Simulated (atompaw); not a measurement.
Reading a pseudo-wave (Ag)

Columns: radius, all-electron u(r) and pseudo u(r) of the 5p shell (level -3.34 eV) of silver in the configuration [Ar] 3d10 4s2 4p6 4d10 5s0.5 5p0; PBE, scalar-relativistic, PAW (atompaw) scheme, atompaw 4.2.0.5.

| r (bohr) | all-electron | pseudo |
| --- | --- | --- |
| 0.085 | -0.0705 | -0.0021 |
| 0.169 | 0.0462 | -0.0079 |
| 0.254 | 0.1155 | -0.0169 |
| 0.338 | 0.0878 | -0.0280 |
| 0.423 | 0.0099 | -0.0400 |
| 0.508 | -0.0735 | -0.0514 |
| 0.592 | -0.1381 | -0.0607 |
| 0.677 | -0.1776 | -0.0667 |
| 0.762 | -0.1911 | -0.0681 |
| 0.846 | -0.1833 | -0.0643 |
| 0.931 | -0.1591 | -0.0544 |
| 1.015 | -0.1242 | -0.0387 |
| 1.100 | -0.0819 | -0.0168 |
| 1.185 | -0.0359 | 0.0104 |
| 1.269 | 0.0109 | 0.0415 |
| 1.354 | 0.0580 | 0.0762 |
| 1.438 | 0.1032 | 0.1126 |
| 1.523 | 0.1467 | 0.1504 |
| 1.608 | 0.1878 | 0.1887 |
| 1.692 | 0.2257 | 0.2258 |
| 1.777 | 0.2612 | 0.2612 |
| 1.862 | 0.2939 | 0.2939 |
| 1.946 | 0.3234 | 0.3234 |
| 2.031 | 0.3505 | 0.3505 |
| 2.115 | 0.3747 | 0.3747 |
| 2.200 | 0.3968 | 0.3968 |

How many radial nodes do the two functions have?

The all-electron 5p function has n − l − 1 = 3; the pseudo-wave has 1, since 1 lower shell of the same l stays in the valence.

At about which radius was the pseudo-wave matched?

1.75 bohr, where the columns begin to agree (steps of 0.08 bohr).

Is the pseudo-wave norm-conserving?

No, it belongs to a PAW set: the norm inside the radius is not constrained, and the difference is carried by the augmentation charge.
